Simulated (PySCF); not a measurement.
A PySCF script (with the pyscf-properties extension) for the NMR shieldings of `CCO[C@@H](OC)B(F)F`, C₄H₉BF₂O₂, on a GFN2-xTB geometry:

```python
import basis_set_exchange as bse
import numpy as np
from pyscf import gto, dft
from pyscf.prop import nmr

atoms = """
C    -2.407444   -0.969682    0.236163
C    -1.281152   -0.052803    0.684399
O    -0.300779   -0.033338   -0.335114
C     0.856379    0.768296   -0.062301
O     2.002726    0.125072   -0.513861
C     2.281312   -1.093302    0.152706
B     0.586917    2.143030   -0.851529
F     1.043863    2.426373   -2.041426
F    -0.262468    3.023765   -0.363158
H    -2.850062   -0.588631   -0.679246
H    -3.169559   -1.021269    1.008303
H    -2.021118   -1.966628    0.044212
H    -1.664286    0.962344    0.859125
H    -0.834635   -0.418393    1.622736
H     0.912539    0.911794    1.038859
H     3.197213   -1.474668   -0.291332
H     2.430099   -0.923025    1.226197
H     1.471697   -1.812615    0.006956
"""
names = dict.fromkeys(["C", "O", "B", "F", "H"], "pcSseg-1")
basis = {el: gto.basis.parse(bse.get_basis(n, elements=[el], fmt="nwchem")) for el, n in names.items()}
mol = gto.M(atom=atoms, basis=basis, charge=0, verbose=0)
mf = dft.RKS(mol, xc="PBE0")
mf.grids.level = 2
mf.grids.alignment = dft.numint.BLKSIZE   # the property module wants whole blocks of grid points
mf.conv_tol = 1e-9
mf.kernel()

calc = nmr.RKS(mf)   # GIAO
C = mf.mo_coeff
Co = C[:, mf.mo_occ > 0]
resp = mf.gen_response(singlet=True, hermi=2)
def vind(x):   # induced exchange potential for any number of trial vectors
    d = np.einsum("pi,xij,qj->xpq", C, 2 * x.reshape(-1, C.shape[1], Co.shape[1]), Co, optimize=True)
    return np.einsum("xpq,pi,qj->xij", resp(d - d.transpose(0, 2, 1)), C, Co, optimize=True).ravel()
mo1, _ = nmr.rhf.solve_mo1(calc, with_cphf=vind)
sigma = calc.kernel(mo1)
for i, s in enumerate(sigma):   # ppm
    print("%2d %-2s %9.2f" % (i, mol.atom_pure_symbol(i), np.trace(s) / 3))
```

**Question.** What does it print?

**Answer.** 
```
 0 C     169.36
 1 C     117.44
 2 O     266.70
 3 C      84.35
 4 O     272.51
 5 C     129.76
 6 B      79.36
 7 F     255.89
 8 F     257.23
 9 H      30.25
10 H      30.72
11 H      30.23
12 H      27.98
13 H      28.27
14 H      27.47
15 H      27.89
16 H      28.79
17 H      27.64
```

These numbers come from an equivalent density-fitted implementation of the same equations, which agrees with the script to about 0.01 ppm for H and up to a few tenths of a ppm for heavy atoms, so last digits may differ.

Size and cost of the density-fitted run: 198 basis functions, 47 s wall time on 1 thread of an Arm Neoverse V1, shared host; peak memory 0.87 GiB.
